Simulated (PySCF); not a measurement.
Relaxation of singlet AsH₃

All numbers come from PBE0/[As def2-TZVP, H def2-TZVP], no relativity, density fitting, PySCF. A (50,194) grid was used.

A hand-made trigonal planar start, of D3h symmetry, held to at least that symmetry:

```xyz
4
charge 0 multiplicity 1, angstrom
As    0.0000    0.0000    0.0000
H     1.5300    0.0000    0.0000
H    -0.7650    1.3250    0.0000
H    -0.7650   -1.3250    0.0000
```

Optimiser trace:
```csv
step,E − E(last) (kJ/mol),largest gradient (Eh/bohr)
0,10.96,0.02278
1,0.55,0.00551
2,0.01,0.00090
3,0.00,0.00003
```

It ends at D3h with As–H 1.469 Å (×3); H–As–H 120.0° (×3). A frequency run shows 1 imaginary mode, down to 1097i cm⁻¹, so it is a saddle point. Other isomers or separated fragments may lie lower.

The relaxation took 3.5 s on 2 threads of a shared Arm Neoverse N1 host, with 66 basis functions and 4 gradients; the process peaked at 0.49 GiB.
